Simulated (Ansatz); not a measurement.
PBE exchange is replaced step by step with exact exchange (0 % is PBE, 25 % PBE0; no dispersion term), basis def2-TZVP, Ansatz. System: K₂Na₂. The state is a singlet with charge 0. Geometry: PBE/def2-TZVP.

Geometry of the singlet:

Cartesian coordinates in Å:
```
Na -1.9417 2.8363 -0.2315
Na -0.7236 -0.0033 1.3180
K 1.8452 -3.1091 0.7693
K 0.8202 0.2761 -1.8558
```

The restricted singlet is unstable towards broken spin symmetry at other levels; at PBE with 5 % exact exchange/def2-TZVP, PBE with 10 % exact exchange/def2-TZVP, PBE with 15 % exact exchange/def2-TZVP, PBE with 35 % exact exchange/def2-TZVP and others this wasn't settled. At PBE0/def2-TZVP the restricted singlet is unstable: a solution with broken spin symmetry lies lower. The structure comes from a short search, and lower isomers may exist.

```
exact exchange (%)  HOMO (eV)  LUMO (eV)  gap (eV)
                 0      -2.41      -1.94      0.47
                 5      -2.47      -1.84      0.63
                10      -2.54      -1.75      0.79
                15      -2.61      -1.66      0.95
                25      -2.75      -1.48      1.28
                50      -3.12      -1.04      2.08
```

Problem. Estimate the row for 35 %.

Solution. 
| exact exchange (%) | HOMO (eV) | LUMO (eV) | gap (eV) |
| --- | --- | --- | --- |
| 35 | -2.90 | -1.30 | 1.60 |
